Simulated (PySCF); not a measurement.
Species: C₅H₄F₃NO.
Atom-mapped SMILES: `[N:1]#[C:2][C:3]1([O:4][C:5]([F:6])([F:7])[F:8])[CH2:9][CH2:10]1`

Cartesian coordinates in Å at the GFN2-xTB level; atoms count from 1:
```xyz
14
C5H4F3NO angstrom
N     -0.4996    2.4398   -1.3922
C     -0.3811    1.3906   -0.9542
C     -0.2680    0.0773   -0.4009
O      1.0520   -0.4671   -0.4005
C      1.9190    0.0754    0.4386
F      2.1518    1.3782    0.2269
F      1.5458   -0.0132    1.7299
F      3.0793   -0.5563    0.3274
C     -1.2264   -0.3323    0.6945
C     -1.3693   -0.9173   -0.6708
H     -1.9380    0.4094    1.0252
H     -0.8321   -0.9544    1.4834
H     -2.1835   -0.5948   -1.3016
H     -1.0507   -1.9357   -0.8278
```

Probes without a nucleus sit at each ring's centroid and 1 Å off its mean plane on both sides; NICS is minus the shielding there, NICSzz its component along the normal. Level: GIAO PBE0/pcSseg-1 (PySCF, non-relativistic, gas phase) on the GFN2-xTB geometry, one conformer.

Ring bond lengths (Å), with Mayer bond orders in brackets: C3–C9 1.512 (0.92), C9–C10 1.492 (0.97), C10–C3 1.508 (0.93).

Task: What do the NICS probes read (ppm)?

Result: 
```tsv
ring	type	NICS(0)	NICS(1), two faces	NICS(1)zz, two faces	rms pucker (Å)	centre to ring atoms, mean (Å)
C3–C9–C10	3-membered carbocycle; formal bonds all single	-40.8	-7.3 / -9.3	-17.1 / -23.1	0.00	0.87
```

Task: What do they say, and how far can they be read as aromaticity?

Result: 
- C3–C9–C10: mean NICS(1)zz -20.1 ppm, shielded. C3, C9, C10 have four or more neighbours, and the NICS criterion for π rings isn't applied. The two faces differ by 6.0 ppm, so no symmetry operation interchanges them. NICS(0) lies 32 ppm below the mean NICS(1).

Task: What is the mean of the two in-plane components of NICS at the second NICS(1) probe listed for ring C3–C9–C10, 1 Å off the ring?

Result: The isotropic value is a third of the trace: (3 × -9.3 − (-23.1))/2 = -2.4 ppm.

Task: How shielded are the nuclei of the rings and their hydrogens (means over atoms taken as equivalent)?

Result: 
| atoms | environment | σ isotropic (ppm) |
| --- | --- | --- |
| C3 | sp3 carbon bound to oxygen | 137.9 |
| C9 (×2) | three-membered-ring carbon | 167.1 |
| H11 (×2) | methylene hydrogen | 30.31 |
| H12 (×2) | methylene hydrogen | 30.00 |

The run took 30 s of wall time on one thread of an x86-64 server, on a shared host. This is the whole shielding run at PBE0/pcSseg-1, SCF included.
